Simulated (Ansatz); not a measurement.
A nudged elastic band was laid between two geometries of BH3 + BrH (6 atoms, charge 0, multiplicity 1).

The calculation used Ansatz, RKS B3LYP/def2-SVP.

```json
{"movable images": "5", "climbing image": "yes", "spring": "5.0 eV/Å²", "optimiser": "quadratic models (default)", "start path": "through a guess of the saddle point", "force threshold": "0.05 eV/Å", "iteration limit": "60", "end points": "relaxed"}
```

First end point:

```xyz
6
Properties=species:S:1:pos:R:3
B -0.004 0.221 -0.042
H -0.011 0.683 1.073
H 1.039 0.146 -0.641
H -1.048 0.076 -0.626
Br 0.086 -2.278 0.818
H 0.075 -1.933 2.206
```

Last end point:

```xyz
6
Properties=species:S:1:pos:R:3
B 0.020 -0.588 -0.617
H 0.004 0.403 2.607
H 1.059 0.011 -0.648
H -1.058 -0.063 -0.637
Br 0.086 -2.491 -0.549
H 0.027 -0.357 2.633
```

**Question.** What changes between the two ends?

**Answer.** Bonds broken: B1–H2, Br5–H6. Bonds formed: B1–Br5, H2–H6. BH3 + BrH becomes BBrH2 + H2.

**Question.** What energy profile does the band end with?

**Answer.** It converged. The highest image is number 2 of 0 to 6, 0.294 eV above the first end and 0.867 eV above the last; the last end lies 0.573 eV below the first. A vibrational analysis at the climbing image gives one clearly imaginary mode, 531i cm⁻¹: a first-order saddle point. The orbitals stay closed-shell, which can raise the energy where a bond breaks towards radicals; this wasn't checked here.

| image | path coordinate (Å) | energy (eV) | B1–H2 (Å) | Br5–H6 (Å) | B1–Br5 (Å) |
| --- | --- | --- | --- | --- | --- |
| 0 | 0.00 | 0.000 | 1.21 | 1.43 | 2.64 |
| 1 | 0.78 | 0.100 | 1.21 | 1.43 | 2.80 |
| 2 | 1.55 | 0.294 | 1.26 | 1.61 | 2.36 |
| 3 | 2.22 | -0.222 | 1.53 | 2.25 | 2.02 |
| 4 | 2.90 | -0.455 | 2.16 | 2.82 | 1.93 |
| 5 | 3.57 | -0.557 | 2.75 | 3.39 | 1.91 |
| 6 | 4.24 | -0.573 | 3.37 | 3.83 | 1.90 |

**Question.** What is the geometry of the highest image?

**Answer.** 
```xyz
6
Properties=species:S:1:pos:R:3:forces:R:3
B 0.008 -0.108 0.124 0.00 0.00 0.02
H 0.001 0.282 1.324 0.00 0.00 0.00
H 1.069 0.058 -0.403 -0.01 0.00 -0.01
H -1.068 -0.014 -0.392 0.00 0.00 -0.01
Br 0.086 -2.386 0.744 0.00 0.00 0.00
H 0.040 -0.918 1.393 0.00 -0.01 0.00
```

**Question.** What are the harmonic wavenumbers there?

**Answer.** 531i, 479, 657, 740, 967, 1081, 1117, 1268, 1510, 2301, 2621, 2751 cm⁻¹.

The band took 9 iterations and roughly 70 core-seconds.

Run time: 73 s on 1 thread of Intel(R) Xeon(R) Platinum 8488C (Sapphire Rapids), with other jobs on the host, peak memory 0.13 GiB.
